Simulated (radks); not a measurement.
Values are calculated unless marked as measured or tabulated.
Coulomb parameter of the 4f shell of the erbium ion Er+ in the model configuration [Xe] 4f10 5d2 6s1, as a second difference U = [E(n + 0.5) + E(n - 0.5) - 2 E(n)] / (0.5)^2 with all orbitals relaxed. "Bare": the charge of the atom changes with n. "Screened": the 5d shell takes up the change at fixed total charge, which measures U(4f,4f) + U(5d,5d) - 2 U(4f,5d). Code: a radial shooting solver on a logarithmic mesh with Libxc functionals. Model: scalar-relativistic Kohn-Sham, PBE, spin-unpolarised, spherical densities, finite nucleus; Fermi nuclear charge, rms radius 5.2516 fm.

| case | configuration | E - E(n) (eV) |
|---|---|---|
| start | [Xe] 4f10 5d2 6s1 | 0.000 |
| bare +0.5 | [Xe] 4f10.5 5d2 6s1 | -9.536 |
| bare -0.5 | [Xe] 4f9.5 5d2 6s1 | 13.800 |
| screened +0.5 | [Xe] 4f10.5 5d1.5 6s1 | -6.097 |
| screened -0.5 | [Xe] 4f9.5 5d2.5 6s1 | 7.613 |

U(bare) = 17.053 eV, U(screened by 5d) = 6.067 eV, against the Slater integral F0(4f,4f) = 34.324 eV with frozen orbitals.
